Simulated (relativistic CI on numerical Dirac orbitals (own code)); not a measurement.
# Ir5+ (5d4) in a crystal field

Calculated by Dirac-Coulomb-Breit CI, separate exchange-only KLI orbitals for each configuration, a model potential for QED, valence Slater integrals scaled by 0.9, one configuration in a parametric crystal field (own radial code). With so little scaling, terms lie 10 to 35 % too far apart, which can change the order of excited levels.

Field parameters in Wybourne normalisation: Oh B⁴₀ = 21Dq, B⁴₄ = √(5/14) B⁴₀. The field is a parameter set, without covalency.

S and J are read from ⟨S²⟩ = S(S + 1) and ⟨J²⟩ = J(J + 1) of each level; they are not fictitious spins.

Oh, 10Dq = 10000 cm⁻¹, the lowest 10 levels:

```json
{"E (cm⁻¹)": "0.0", "Degeneracy": "1", "Irrep": "A1", "S": "1.60", "J": "1.40"}
{"E (cm⁻¹)": "5040", "Degeneracy": "3", "Irrep": "T1", "S": "1.82", "J": "1.90"}
{"E (cm⁻¹)": "8122", "Degeneracy": "2", "Irrep": "E", "S": "1.90", "J": "2.44"}
{"E (cm⁻¹)": "9081", "Degeneracy": "3", "Irrep": "T2", "S": "1.91", "J": "2.72"}
{"E (cm⁻¹)": "10346", "Degeneracy": "1", "Irrep": "A2", "S": "1.94", "J": "3.00"}
{"E (cm⁻¹)": "15586", "Degeneracy": "3", "Irrep": "T2", "S": "1.38", "J": "3.40"}
{"E (cm⁻¹)": "16382", "Degeneracy": "1", "Irrep": "A1", "S": "1.43", "J": "3.44"}
{"E (cm⁻¹)": "16514", "Degeneracy": "3", "Irrep": "T1", "S": "1.61", "J": "3.37"}
{"E (cm⁻¹)": "17127", "Degeneracy": "2", "Irrep": "E", "S": "1.29", "J": "3.79"}
{"E (cm⁻¹)": "18488", "Degeneracy": "3", "Irrep": "T2", "S": "1.65", "J": "3.32"}
```

Oh, 10Dq = 41950 cm⁻¹, the lowest 10 levels:

```
E (cm⁻¹)  Degeneracy  Irrep     S     J
     0.0           1     A1  1.03  3.77
    5365           3     T1  1.07  3.92
    9145           3     T2  0.92  3.95
    9303           2      E  0.99  3.66
   20362           3     T2  0.37  4.37
   21097           2      E  0.32  4.51
   29217           1     A2  1.97  3.01
   29436           3     T2  1.94  2.95
   29686           2      E  1.91  2.94
   29796           3     T1  1.91  2.88
```

Oh, 10Dq = 33950 cm⁻¹, the lowest 10 levels:

```csv
E (cm⁻¹),Degeneracy,Irrep,S,J
0.0,1,A1,1.09,3.55
5660,3,T1,1.14,3.77
9649,3,T2,0.95,3.94
9675,2,E,1.06,3.57
20451,3,T2,0.76,4.19
21009,2,E,0.88,4.25
22439,1,A2,1.97,3.01
23118,3,T2,1.76,3.22
23462,3,T1,1.85,2.95
23634,1,A1,1.86,2.89
```

Levels of this model without a field, named by their leading LS term: 5D_0 0, 5D_1 4866, 5D_2 9210, 5D_3 12671, 5D_4 15003, 3P_0 22109, 3H_4 23470, 3G_3 28167 cm⁻¹.
